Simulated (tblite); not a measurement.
Compound: C2H11N2PSi2.
Atom-mapped SMILES: `[CH2:1]=[N:2][Si@@:3]([NH2:4])([PH2:5])[CH2:6][SiH3:7]` (hydrogens: H8, H9 on C1; H10, H11 on N4; H12, H13 on P5; H14, H15 on C6; H16, H17, H18 on Si7)

Geometry (GFN2-xTB, Å), atoms numbered from 1 in this order:
```
atom  x, y, z in Å
C1    -1.052   -2.171    0.770
N2    -0.749   -1.571   -0.282
Si3   -0.548    0.156   -0.474
N4    -1.428    0.714   -1.857
P5    -1.294    1.177    1.404
C6     1.299    0.471   -0.773
Si7    2.395    0.104    0.729
H8    -1.147   -3.253    0.761
H9    -1.238   -1.670    1.729
H10   -1.111    0.408   -2.763
H11   -2.436    0.691   -1.828
H12   -2.626    1.105    1.033
H13   -1.172    2.455    0.899
H14    1.429    1.507   -1.079
H15    1.613   -0.143   -1.614
H16    1.960    0.911    1.872
H17    3.783    0.438    0.395
H18    2.313   -1.320    1.067
```

Calculated harmonic vibrations of the isolated species, GFN2-xTB (tblite), most abundant isotopes, no scaling. This tight-binding method is rough: wavenumbers can miss measured ones by several per cent, in bad cases by 10 to 20. Modes of hydrogen on phosphorus and silicon can be 10 to 20 % off. One conformer, not necessarily the lowest.

Harmonic wavenumbers (cm⁻¹): 27.9, 52.4, 61.9, 100.9, 107.7, 113.1, 147.0, 165.3, 182.3, 197.9, 227.5, 338.1, 429.9, 488.1, 496.7, 527.8, 538.9, 660.7, 677.6, 679.8, 697.2, 745.7, 782.7, 788.7, 794.8, 810.0, 841.8, 882.0, 1002.3, 1011.3, 1128.6, 1143.3, 1149.5, 1435.1, 1448.6, 1509.9, 1745.1, 2233.0, 2244.6, 2249.8, 2305.1, 2399.4, 2826.1, 2983.7, 2997.1, 3004.6, 3460.5, 3496.5.

A = 1509, B = 1013, C = 980.6 MHz; mass 150.020 u (most abundant isotopes); point group C1, symmetry number 1.

**Question.** What is the zero-point energy?

**Answer.** Half the sum of the wavenumbers: 27169 cm⁻¹ = 77.68 kcal/mol.

**Question.** What is S at 298.15 K and 1 bar for an ideal gas of classical rigid rotors and harmonic oscillators?

**Answer.** Translation 40.95, rotation 29.75, vibration 44.36: S = 115.1 cal/(mol K).

**Question.** And Cp and H(298.15 K) − H(0)?

**Answer.** Cp = 46.67 cal/(mol K), of which vibrations give 38.72 (their classical limit is 48 R = 95.4); H(298.15 K) − H(0) = 8.85 kcal/mol without the zero-point energy, 6.48 from vibrations.

**Question.** Which modes carry the vibrational entropy at 298.15 K?

**Answer.** 27.9 cm⁻¹: 5.97; 52.4 cm⁻¹: 4.72; 61.9 cm⁻¹: 4.40; 100.9 cm⁻¹: 3.44; 107.7 cm⁻¹: 3.31; 113.1 cm⁻¹: 3.21 cal/(mol K); the other 42 give 19.30 together.

**Question.** How do the functions run with temperature in this model?

**Answer.** 
```csv
T (K),S (cal/(mol K)),Cp (cal/(mol K)),H − H(0) (kcal/mol),G − H(0) (kcal/mol),ln q(vib)
50,63.0,17.4,0.60,-2.55,1.20
100,77.7,25.2,1.68,-6.08,3.41
373.15,126.3,53.3,12.60,-34.51,14.07
500,143.1,62.0,19.94,-51.63,18.31
750,170.7,73.8,37.02,-90.98,25.78
1000,193.0,81.6,56.51,-136.54,32.29
```

q(vib) and H(0) count from the zero-point level.

**Question.** What must be added to the electronic energy to get the Gibbs energy at 298.15 K and 1 bar?

**Answer.** ZPE + [H(298.15 K) − H(0)] − T·S = 77.68 + 8.85 − 34.30 = 52.23 kcal/mol.

**Question.** Blend soft modes into free rotors: weight 1/[1 + (100 cm⁻¹/ν̃)⁴] for the oscillator and the rest for a rotor with moment μB/(μ + B), μ = h/(8π²ν), B = 10⁻⁴⁴ kg m². What vibrational entropy results?

**Answer.** 39.70 cal/(mol K) in place of 44.36, which changes −T·S at 298.15 K by +1.39 kcal/mol.

Hindered rotation and anharmonicity are outside this model. Other conformers, if any are populated, would add a mixing term that is left out. The structure is chiral; the term R ln 2 for an equal mix with its mirror image is left out.

Time: 1.4 s wall. Hardware: one thread of an Arm Neoverse N1, shared host with 64 logical CPUs at a one-minute load of 61. The figure is for the frequency step alone.
